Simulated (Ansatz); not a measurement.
Cost and result for the atomization energy of ClFGeH4SSi (`[F][Ge]([SiH3])([SH])[Cl]`) (9 atoms, 8 bonds).

```tsv
atom	x (Å)	y (Å)	z (Å)
F1	1.2928	-0.7931	1.6824
Ge2	0.8530	-0.4229	0.0404
Si3	-1.5014	-0.0421	-0.0135
S4	2.1708	1.1921	-0.6775
Cl5	1.4094	-2.1443	-1.1078
H6	-2.1805	-1.2034	0.6079
H7	-1.8940	0.1157	-1.4338
H8	-1.7723	1.2032	0.7465
H9	1.6222	2.0948	0.1555
```

Charge 0, multiplicity 1. Correlated methods include outer-core shells of Ge, which these sets cover unevenly. Scalar relativity is left out up to krypton. Geometry: relaxed with PBE0-D4/def2-TZVP. It is one conformer, not always the lowest. Program: Ansatz. All runs use 4 threads of an Arm Neoverse V2 on a shared host. Times are those of one run each, without the atoms' runs, and a repeat can differ threefold. Electronic energies, without spin–orbit coupling; frozen cores. CCSD(T)/CBS adds CCSD(T) − MP2 in def2-TZVPP to the MP2 limit, and its time is that of the two runs behind it. T1 = 0.012. With those shells the extrapolation isn't a true limit. B3LYP takes the VWN-RPA correlation (the form of Gaussian; ORCA's B3LYP/G).

CCSD(T)/CBS is a level of theory with its own doubt, some kJ/mol a heavy atom from the limit and from the frozen cores, so smaller differences don't rank the functionals.

```
                             level  functions  wall time  atomization (kcal/mol)  difference from CCSD(T)/CBS  per bond
   PBE-D4/def2-TZVPP (with forces)        261      3.2 s                   649.1                          1.2       0.1
                PBE0-D4/def2-TZVPP        261        6 s                   639.5                         -8.4      -1.1
r2SCAN-D4/def2-TZVPP (with forces)        261        7 s                   649.5                          1.6       0.2
 B3LYP-D4/def2-TZVPP (with forces)        261        8 s                   638.7                         -9.2      -1.2
                 B2PLYP/def2-TZVPP        261      8.5 s                   632.5                        -15.4      -1.9
                ωB97X-V/def2-TZVPP        261       13 s                   652.5                          4.6       0.6
  ωB97M-V/def2-TZVPP (with forces)        261       19 s                   645.5                         -2.4      -0.3
                    MP2/def2-QZVPP        476       28 s                   650.0                          2.1       0.3
                CCSD(T)/def2-TZVPP        261    5.1 min                   629.6                        -18.3      -2.3
                 CCSD(T)/CBS(def2)          –    5.5 min                   647.9                          0.0       0.0
```

The D4 term adds +10.6 kcal/mol with B3LYP and +5.6 kcal/mol with PBE0; it sums over pairs of atoms, weighted by their polarisabilities, and B3LYP, whose exchange is more repulsive, gets the larger term. In def2-TZVPP, CCSD(T) changes the Hartree–Fock value by +164.3 kcal/mol (the triples alone add +11.2 kcal/mol) and MP2 by +173.9 kcal/mol; breaking electron pairs costs correlation energy, which Hartree–Fock lacks. From PBE to PBE0 (25 % exact exchange), in def2-TZVPP and without D4, the atomization energy moves by −8.7 kcal/mol: exact exchange takes away binding that semilocal exchange gives to molecules.
